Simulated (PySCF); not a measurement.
Species: W(CH)Cl3, CHCl₃W (singlet state).
SMILES: `[CH]#[W]([Cl])([Cl])[Cl]`

Method: PBE0-D3(BJ)/def2-SVP geometry optimisation, gas phase, def2 core potentials past Kr in PySCF.

Take the most abundant isotopes and a rigid rotor. 

Q: What are A, B and C (cm⁻¹)?

A: Ia = 324.54, Ib = 326.79, Ic = 509.66 u·Å²; 505379 MHz·u·Å²/I gives 1557, 1546 and 991.6 MHz, that is A = 0.05194, B = 0.05159, C = 0.03308 cm⁻¹.

Q: What kind of rotor is it?

A: An oblate symmetric top, as the point group C3v requires two equal moments; the computed ones differ by 0.69 % because the geometry is symmetric only within the optimiser's tolerance; Ray's κ = 0.962.

Q: What does the inertial defect say?

A: Not planar: Δ = Ic − Ia − Ib = -141.67 u·Å². For a rigid frame Δ = −2 Σ m c², so Σ m c² = 70.83 u·Å² lies off the ab plane: 8.68 from hydrogen and 62.16 from heavier atoms. The atom farthest from that plane is 2.93 Å away.

Q: Where do the R-branch lines fall?

A: The dipole of 0.55 D lies along the symmetry axis, so ΔK = 0 and J+1 ← J falls at 2B(J+1) for every K: 3.10 GHz, 6.21 GHz, 9.31 GHz, 12.41 GHz, 15.52 GHz for J = 0 to 4.

Q: Estimate the classical rotational partition function at 25 K, 50 K and 200 K.

A: Point group C3v, symmetry number σ = 3; q = (√π/σ)·√((kT/h)³/(ABC)), k/h = 20836.6 MHz/K: 4550 at 25 K, 12900 at 50 K, 103000 at 200 K.

No PBE0-D3(BJ)/def2-SVP frequencies stand behind this structure, so it isn't proved a minimum. Zero-point vibration and centrifugal distortion are left out.
